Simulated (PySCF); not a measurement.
System: difluoro(dihydroxy)silane, sum formula H2SiO2F2, net charge 0, singlet state. 
Geometry from a B3LYP-D3(BJ)/def2-TZVP (Ansatz) optimisation:
SMILES: O[Si](O)(F)F
```xyz
7

Si     0.0072     0.0148    -0.0066
F     -0.0197    -0.4533     1.5114
F     -0.7513    -1.1329    -0.8015
O     -0.7413     1.4279    -0.2216
O      1.5308     0.1965    -0.5054
H     -1.6947     1.4470    -0.3304
H      2.2165    -0.3734    -0.1501
```
Charge 0, spin multiplicity 1.

Dispersion corrections to the total energy (kcal/mol) from the dftd3 and dftd4 libraries through PySCF: D3(BJ) without and D4 with the three-body term, each with the damping fitted for the functional named.

| functional | D3(BJ) | D4 |
|---|---|---|
| BP86 | … | -3.86 |
| r2SCAN | -0.64 | -0.68 |
| B2GP-PLYP | -1.73 | -1.20 |
| B3LYP | -4.39 | -4.80 |
| PW6B95 | -1.23 | -2.74 |
| PBE0 | … | -2.45 |
| BHLYP | -3.50 | … |

What belongs in the gaps?


- BP86, D3(BJ): -3.95
- PBE0, D3(BJ): -2.11
- BHLYP, D4: -3.49
